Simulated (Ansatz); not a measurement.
Gas-phase electronic energies from Ansatz, PBE0-D4/def2-TZVP geometries. CCSD(T)/CBS adds triple-zeta CCSD(T) − MP2 to the extrapolated MP2 energy (def2 sets, frozen cores). This one scheme is used for every species, atoms too. DFT in def2-TZVPP. B3LYP here is the variant with VWN-RPA as its local correlation; programs differ in this. Open shells (•) are unrestricted, without spin–orbit coupling. Spin–orbit coupling would lower the free atoms: a little for C, Cl, O, Si. Each species was taken in one conformer, which may not be the lowest.

Consider the atomization: `CO[SiH]([SiH3])Cl` → C• + Cl• + 7 H• + O• + 2 Si•.

`CO[SiH]([SiH3])Cl`:

Z-matrix (Å, degrees):
```
C
O 1 1.413
H 1 1.096 2 111.4
H 1 1.094 2 110.8 3 -121.3
H 1 1.091 2 108.0 3 119.4
Si 2 1.632 1 124.1 3 50.2
Cl 6 2.070 2 110.4 1 62.3
Si 6 2.334 2 107.6 1 -179.0
H 6 1.488 2 110.1 1 -52.8
H 8 1.485 6 109.5 2 -59.7
H 8 1.487 6 110.2 2 60.9
H 8 1.487 6 108.9 2 -179.4
```

```
             level  ΔE (kJ/mol)  difference from CCSD(T)/CBS
       LDA (SPW92)       4579.7                        498.6
            PBE-D4       4086.6                          5.5
           BLYP-D4       4033.5                        -47.6
         r2SCAN-D4       4078.3                         -2.8
            B97M-V       4091.5                         10.4
           PBE0-D4       4045.0                        -36.1
          B3LYP-D4       4060.6                        -20.5
        r2SCANh-D4       4058.2                        -22.9
        r2SCAN0-D4       4030.0                        -51.1
          BHLYP-D4       3982.9                        -98.2
      CAM-B3LYP-D4       4080.5                         -0.6
           ωB97X-V       4098.5                         17.4
           ωB97M-V       4080.7                         -0.4
            B2PLYP       4013.7                        -67.4
          PBE-QIDH       4031.6                        -49.5
               PBE       4057.9                        -23.2
            revPBE       3926.7                       -154.4
              BLYP       3972.0                       -109.1
            r2SCAN       4071.1                        -10.0
              PBE0       4020.5                        -60.6
             B3LYP       4014.3                        -66.8
           r2SCANh       4050.5                        -30.6
           r2SCAN0       4021.4                        -59.7
             BHLYP       3945.3                       -135.8
         CAM-B3LYP       4055.2                        -25.9
       HF/def2-SVP       3013.5                      -1067.6
      MP2/def2-SVP       3817.5                       -263.6
     CCSD/def2-SVP       3765.1                       -316.0
  CCSD(T)/def2-SVP       3798.5                       -282.6
     HF/def2-TZVPP       3040.1                      -1041.0
    MP2/def2-TZVPP       4004.6                        -76.5
SCS-MP2/def2-TZVPP       4007.7                        -73.4
   CCSD/def2-TZVPP       3919.3                       -161.8
CCSD(T)/def2-TZVPP       3968.9                       -112.2
     HF/def2-QZVPP       3047.4                      -1033.7
    MP2/def2-QZVPP       4071.5                         -9.6
SCS-MP2/def2-QZVPP       4082.2                          1.1
      HF/CBS(def2)       3048.6                      -1032.5
     MP2/CBS(def2)       4116.8                         35.7
    CCSD/CBS(def2)       4031.5                        -49.6
       CCSD(T)/CBS       4081.1                            0
```

Question: What do rigid-rotor, harmonic-oscillator terms from PBE0-D4/def2-TZVP frequencies (298.15 K, 1 bar) make of the CCSD(T)/CBS value? (An estimate is asked.)

Answer: Ansatz gave: ΔZPE = -205.1 kJ/mol, ΔH = +3924.6 kJ/mol, ΔS = 1236 J/(mol·K), ΔG = +3556.0 kJ/mol. Open shells count their whole term as degenerate.

Largest T1 diagnostic among the species: 0.012.

Leaving LDA and LC-ωPBE aside and taking each functional with its dispersion term where it has one, the values spread over 115.6 kJ/mol, from BHLYP-D4 to ωB97X-V. LDA lies +521.8 kJ/mol from PBE without D4, its usual overbinding. In def2-TZVPP, CCSD(T) changes the Hartree–Fock value by +928.8 kJ/mol (the triples alone add +49.6 kJ/mol) and MP2 by +964.5 kJ/mol; breaking electron pairs costs correlation energy, which Hartree–Fock lacks.

For atomizations the MP2-based limit and the directly extrapolated one differ by several kJ/mol either way, and by 10 to 25 for some Ge, Se and Sn compounds, so smaller differences from it don't rank the levels.
